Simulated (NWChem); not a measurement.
System: cyclooctane (C8H16); SMILES C1CCCCCCC1

NWChem input:

```
start job
memory heap 200 mb stack 900 mb global 1100 mb
geometry units angstroms
  C     -0.353647    -1.691756    -0.622989
  C      0.948874    -1.496521     0.160201
  C      1.754522    -0.233862    -0.180451
  C      1.394785     1.025347     0.615191
  C      0.352048     1.947807    -0.023486
  C     -0.937532     1.277714    -0.502819
  C     -1.547440     0.312862     0.521432
  C     -1.621096    -1.135518     0.032992
  H     -0.517895    -2.764127    -0.760155
  H     -0.231387    -1.270138    -1.622318
  H      1.591109    -2.353346    -0.060024
  H      0.742271    -1.522934     1.231636
  H      2.803813    -0.459745     0.027104
  H      1.680619    -0.027904    -1.249785
  H      2.301261     1.622635     0.746796
  H      1.073734     0.730970     1.616008
  H      0.808063     2.453596    -0.878722
  H      0.100760     2.718097     0.710956
  H     -1.652345     2.067829    -0.743596
  H     -0.739534     0.745972    -1.431834
  H     -0.971811     0.349422     1.444652
  H     -2.561643     0.629451     0.775161
  H     -2.433588    -1.224906    -0.693482
  H     -1.880372    -1.767234     0.886754
end
basis spherical
  * library def2-svp
end
dft
  xc pbe0
  iterations 150
  semidirect filesize 400000000
end
driver
  maxiter 120
end
task dft optimize
```

Not confirmed as a minimum by frequencies.

The level has its own optimisation.

Problem. Predict the main results of this run. (PBE0/def2-SVP.) Quantities: dipole (D).

Solution. 
```yaml
dipole (D): 0.07
```
